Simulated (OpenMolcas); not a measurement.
Sn: CASPT2 settings compared

```json
{"Program": "OpenMolcas 26.06", "Basis": "ANO-RCC-VDZ [6s5p2d]", "Scalar Hamiltonian": "DKH4, point nucleus", "Active space": "2 electrons in 3 orbitals (5p)", "State averaging": "2S+1 = 3 even, 3 roots; 2S+1 = 1 even, 6 roots kept (CI in the orbitals of an earlier block)", "Spin-orbit coupling": "state interaction with AMFI integrals over the reference wave functions, term energies averaged over their components"}
```

Methods on the same reference wave functions:
A. CASSCF
B. SS-CASPT2, IPEA 0.3 Eh, sigma2 regulariser 0.25 Eh (closed shells correlated: 4d 5s)
C. SS-CASPT2, IPEA 0.6 Eh, imaginary shift 0.25 Eh (closed shells correlated: 5s)
D. SS-CASPT2, IPEA 0 Eh, imaginary shift 0.05 Eh (closed shells correlated: 4d 5s)

Energies in cm⁻¹ above 5s² 5p² ³P₀, the measured ground level; measured values from NIST Handbook of Basic Atomic Spectroscopic Data.

| Level | A | B | C | D | Measured |
| --- | --- | --- | --- | --- | --- |
| 5s² 5p² ³P₀ | 0.0 | 0.0 | 0.0 | 0.0 | 0.0 |
| 5s² 5p² ³P₁ | 1376 | 1449 | 1437 | 1462 | 1692 |
| 5s² 5p² ³P₂ | 3090 | 3150 | 3150 | 3170 | 3428 |
| 5s² 5p² ¹D₂ | 10317 | 10180 | 10290 | 10190 | 8613 |
| 5s² 5p² ¹S₀ | 21875 | 18420 | 18920 | 17920 | 17162 |

Deviations, from unrounded energies. A percentage is the sum of absolute deviations over the sum of measured energies, with the sign that they share, or ± where signs differ.

| Against measurement | Levels | A | B | C | D |
| --- | --- | --- | --- | --- | --- |
| mean absolute deviation (cm-1) | 4 | 1800 | 840 | 990 | 710 |
| fine structure of the ground term (%) | 2 | -12.8 | -10.1 | -10.5 | -9.6 |
| other terms of the ground configuration (%) | 2 | +24.9 | +11.0 | +13.3 | +9.1 |

D lies closest to measurement on these levels and A furthest from it. The largest miss of D in the table is 5s² 5p² ¹D₂, by +1600 cm-1. The ranking rests on the paired levels alone, and a cruder setting can come out closer through cancelling errors.

Among B to D the level of the table that moves most is 5s² 5p² ¹S₀, by 990 cm-1 (lowest in D, highest in C). Moves below CASPT2's spread within the term are not significant.

From A to B the spin-free energies of the other terms of 5s² 5p² shown, above ³P, scale by factors of 0.81 to 0.97.

The lowest spin-free term lies below A's lowest term by 0.018 hartree in B, 0.012 hartree in C, 0.019 hartree in D.

Term energies are means over components that CASPT2 splits; among the terms shown or strongly mixed into the levels shown the widest spread is 170 cm-1 (5s² 5p² ¹D, C). Terms from blocks run as CI alone lack orbitals of their own. With the s shell closed, the reference lacks s² → p² mixing. Some terms miss by over 15 % even with CASPT2, which points to a basis or an active space too small for the shells correlated (holds for B; C; D). Computed and measured levels are paired by configuration, term and J; levels that our copy of the source lacks, or whose pairing is in doubt (as where it misses far off the trend of its configuration), stay unpaired and out of the deviations. Levels of configurations outside the active space are missing.
